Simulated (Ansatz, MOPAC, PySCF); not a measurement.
System: C2H9N2Si, charge 0, multiplicity 2. SMILES: C[Si](C)([NH])N
Structure (B3LYP-D3(BJ)/def2-TZVP (Ansatz, an electronic-structure program) minimum search):
```xyz
14

C     -1.4690    -0.4892    -1.0046
Si    -0.0090     0.0051     0.0629
C      1.6415    -0.3084    -0.7705
N      0.0108    -0.9390     1.5518
N     -0.1492     1.6944     0.3631
H     -1.4228    -1.5475    -1.2686
H     -2.4156    -0.3180    -0.4869
H     -1.4806     0.0931    -1.9282
H      1.7841    -1.3672    -0.9941
H      2.4695     0.0132    -0.1357
H      1.6938     0.2524    -1.7062
H     -0.0950    -1.9458     1.3991
H     -1.0502     2.0767     0.6079
H      0.5773     2.1688     0.8785
```
Charge 0, spin multiplicity 2.

Unscaled harmonic wavenumbers (cm⁻¹) in rising order, each level at the stationary point that it reaches from this structure (no distance between atoms moves by over 0.3 Å); the order of modes can differ between levels, and a negative number is imaginary. B3LYP-D3(BJ)/def2-TZVP (PySCF, at the structure above): 49, 137, 149, 187, 190, 246, 259, 278, 295, 459, 619, 695, 713, 722, 744, 772, 798, 865, 895, 928, 1281, 1288, 1456, 1458, 1463, 1469, 1596, 3029, 3031, 3098, 3102, 3103, 3106, 3429, 3556, 3637.

PM3 (MOPAC): 71, 78, 112, 184, 194, 227, 239, 248, 252, 573, 630, 753, 802, 808, 814, 832, 851, 908, 942, 961, 1311, 1319, 1406, 1406, 1409, 1409, 1660, 3126, 3126, 3129, 3129, 3227, 3227, 3415, 3528, 3548. Zero-point energy 71.3 against 70.2 kcal/mol; where all levels lie over 400 cm⁻¹, the wavenumbers are on average 1.038 times those of B3LYP-D3(BJ)/def2-TZVP.

PM7 (MOPAC): 86, 106, 113, 190, 203, 235, 249, 256, 263, 650, 691, 729, 777, 808, 814, 821, 861, 909, 986, 988, 1274, 1278, 1280, 1282, 1293, 1300, 1594, 2637, 2639, 2645, 2647, 2734, 2737, 2741, 2747, 2785. Zero-point energy 63.4 against 70.2 kcal/mol; where all levels lie over 400 cm⁻¹, the wavenumbers are on average 0.974 times those of B3LYP-D3(BJ)/def2-TZVP.

HF/6-31G* (Ansatz): 86, 142, 152, 192, 209, 257, 270, 299, 303, 543, 649, 745, 774, 778, 827, 844, 856, 948, 985, 1004, 1454, 1459, 1602, 1603, 1608, 1613, 1772, 3189, 3190, 3252, 3253, 3262, 3264, 3676, 3777, 3866. Zero-point energy 75.3 against 70.2 kcal/mol; where all levels lie over 400 cm⁻¹, the wavenumbers are on average 1.085 times those of B3LYP-D3(BJ)/def2-TZVP.
